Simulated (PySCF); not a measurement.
First SCF of a structure search on sextet RuO(OH), at a hand-made linear (heavy-atom frame) geometry. PySCF input:

```python
from pyscf import gto, scf, dft
mol = gto.M(atom='''
Ru     0.000000     0.000000     0.000000
O      0.000000     0.000000     1.710000
O      0.000000     0.000000    -1.880000
H      0.735400     0.000000    -2.497100''',
    basis={'Ru': 'def2-TZVP', 'O': 'def2-TZVP', 'H': 'def2-TZVP'},
    ecp={'Ru': 'def2-TZVP'},
    charge=0, spin=5)
mf = dft.UKS(mol, xc='PBE0')
mf.grids.atom_grid = (50, 194)
aux = {'Ru': 'def2-universal-JKFIT', 'O': 'def2-universal-JKFIT', 'H': 'def2-universal-JKFIT'}
mf = mf.density_fit(auxbasis=aux)
mf.conv_tol = 1e-08
mf.diis_space = 10
mf.max_cycle = 60
mf.init_guess = 'minao'
mf.verbose = 4
mf.kernel()
```

Excerpt of the output (cycles alone):

```
init E= -237.908693658095
cycle= 1 E= -245.489133624386  delta_E= -7.58  |g|= 0.801  |ddm|= 3.45
cycle= 2 E= -244.825771855563  delta_E= 0.663  |g|= 1.48  |ddm|= 1.49
cycle= 3 E= -245.604371367818  delta_E= -0.779  |g|= 0.623  |ddm|= 1.08
cycle= 4 E= -245.754302261791  delta_E= -0.15  |g|= 0.0978  |ddm|= 0.417
cycle= 5 E= -245.754469812028  delta_E= -0.000168  |g|= 0.098  |ddm|= 0.127
cycle= 6 E= -245.758267772539  delta_E= -0.0038  |g|= 0.0163  |ddm|= 0.068
cycle= 7 E= -245.758452416789  delta_E= -0.000185  |g|= 0.0055  |ddm|= 0.0177
cycle= 8 E= -245.758490794187  delta_E= -3.84e-05  |g|= 0.00187  |ddm|= 0.00981
cycle= 9 E= -245.758498850996  delta_E= -8.06e-06  |g|= 0.000995  |ddm|= 0.00574
cycle= 10 E= -245.758499722132  delta_E= -8.71e-07  |g|= 0.00029  |ddm|= 0.002
cycle= 11 E= -245.758499786839  delta_E= -6.47e-08  |g|= 8.19e-05  |ddm|= 0.000451
cycle= 12 E= -245.758499796257  delta_E= -9.42e-09  |g|= 3.04e-05  |ddm|= 0.000141
Extra cycle  E= -245.758499798314  delta_E= -2.06e-09  |g|= 2.92e-05  |ddm|= 6.17e-05
converged SCF energy = -245.758499798314  <S^2> = 8.7625312  2S+1 = 6.0041756
```

No lower solution of this spin was found from smeared starts or by a stability analysis within the unrestricted form.

Open d and f shells are described by one determinant, and the ground state may have another occupation or spin.

The search for the lowest solution, 3 starts and the stability check together, took 10 s on 4 threads of a shared Arm Neoverse V1 host, with 108 basis functions; the process peaked at 0.49 GiB.
